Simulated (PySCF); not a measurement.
# How the method moves the HOMO and LUMO of `CO[Si](N)(O)O`

CH7NO3Si.
Cartesian coordinates in Å at the PBE0-D3(BJ)/def2-SVP level; atoms count from 1:
```
atom  x, y, z in Å
C1    -1.4681   -1.3127   -0.5530
O2    -0.1479   -1.0541   -0.1588
Si3    0.3780    0.4297    0.3408
N4     2.0256    0.3566    0.8040
O5     0.1453    1.5630   -0.8469
O6    -0.5695    0.8650    1.6191
H7    -1.7550   -0.7181   -1.4392
H8    -2.1862   -1.0871    0.2545
H9    -1.5612   -2.3795   -0.8103
H10    2.2297   -0.1333    1.6690
H11    2.7349    0.1395    0.1124
H12    0.7208    1.5300   -1.6147
H13   -0.5526    1.7998    1.8416
```

Basis pcSseg-1 throughout (PySCF), one geometry. Isolated species at its PBE0-D3(BJ)/def2-SVP geometry (one conformer only).

Question: How do the orbital energies, the gap and the dipole change with the method?

Answer: 
```
   method                    kind  HOMO (eV)  LUMO (eV)  gap (eV)  μ (D)  SCF cycles
     BLYP                     GGA      -5.95      -0.20      5.75   1.64          15
      PBE                     GGA      -6.10      -0.16      5.94   1.65          15
    B97-D                     GGA      -6.12      -0.06      6.06   1.63          15
     OPBE                     GGA      -6.12       0.05      6.17   1.63          15
     BP86                     GGA      -6.22      -0.08      6.14   1.64          15
      KT3                     GGA      -6.24      -0.38      5.86   1.59          16
      KT2                     GGA      -6.24      -0.30      5.94   1.60          16
      LDA                     LDA      -6.25      -0.30      5.96   1.70          15
    B3LYP           global hybrid      -7.39       0.36      7.75   1.67          13
    B97-2           global hybrid      -7.41       0.73      8.15   1.66          12
     PBE0           global hybrid      -7.70       0.75      8.44   1.67          13
 mPW1PW91           global hybrid      -7.74       0.70      8.44   1.67          12
CAM-B3LYP  range-separated hybrid      -9.14       1.57     10.70   1.68          12
BHandHLYP           global hybrid      -9.15       1.43     10.58   1.70          12
  wB97X-D  range-separated hybrid      -9.67       2.59     12.26   1.68          14
  LC-wPBE  range-separated hybrid     -10.62       3.00     13.62   1.68          14
       HF            Hartree–Fock     -11.53       3.73     15.26   1.73          10
```

The HOMO spans 5.58 eV, from BLYP down to HF, and the gap runs from 5.75 eV (BLYP) to 15.26 eV (HF). Over the methods BLYP (0 %), PBE (0 %), B97-D (0 %), OPBE (0 %), BP86 (0 %), KT3 (0 %), KT2 (0 %), LDA (0 %), B3LYP (20 %), B97-2 (21 %), PBE0 (25 %), mPW1PW91 (25 %), BHandHLYP (50 %), HF (100 %), a straight line through the gap against the share of exact exchange rises by 0.93 eV for each 10 % (correlation coefficient 0.999). The dipole ranges from 1.59 D (KT3) to 1.73 D (HF). This basis has no diffuse functions.
